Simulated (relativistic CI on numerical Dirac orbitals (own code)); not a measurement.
# Hyperfine structure of V¹⁷⁺, mass number 50

Calculated at this level of theory: Dirac-Coulomb-Breit CI, separate exchange-only KLI orbitals for each configuration, model QED (radiative potential, 1s self-energy scaled to tabulated hydrogen-like ionisation energies), unscaled Slater integrals (own radial code, finite nucleus).

Configuration list (outside the closed core 1s2): 2s2 2p2, 2s 2p3, 2p4, 2p3 3s, 2p3 3p, 2p3 3d, 2s2 2p 3s, 2s2 2p 3p, 2s2 2p 3d, 2s 2p2 3s, 2s 2p2 3p, 2s 2p2 3d, 2s2 2p 4s, 2s2 2p 4p, 2s2 2p 4d, 2s2 2p 4f. Levels of other configurations are missing.

Nuclear spin I = 6, μ = 3.3442 μN, Q = 0.21 b (tables of Stone and Pyykkö). The electronic factors are computed for point nuclear moments, without core polarisation or the Bohr-Weisskopf and QED corrections.

```tsv
Level	E (cm⁻¹)	A (MHz)	B (MHz)
2s2 2p2 3P_1	37704	-175.7	3640
2s2 2p2 3P_2	68315	16550	-4740
2s2 2p2 1D_2	163265	16360	12000
2s 2p3 5S°_2	359074	45670	32.8
2s 2p3 3D°_2	626246	31280	7810
2s 2p3 3D°_1	627668	-26350	4340
2s 2p3 3D°_3	637198	46450	-55.5
2s 2p3 3P°_1	738851	59900	-4390
```

Levels with J = 0, under 50 % of one LS term, or S terms without an open s electron are left out. Small factors come from cancelling terms and can be off by tens of per cent or more.

At this charge energies of transitions that change n are usually good to better than 1 %, and those within a shell (Δn = 0) to a few per cent.

(1) Give the hyperfine levels of 2s2 2p2 3P_2 relative to its centre of gravity.

Answers

(1) With K = F(F + 1) − I(I + 1) − J(J + 1), E = AK/2 + B[¾K(K + 1) − I(I + 1)J(J + 1)]/[2I(2I − 1)J(2J − 1)]: F = 4: -233600, F = 5: -148800, F = 6: -48270, F = 7: 67380, F = 8: 197400 MHz.

LS names give the leading component of a level, which can be under half, so a name can repeat, a term be missing and a line seem to break the LS rules.
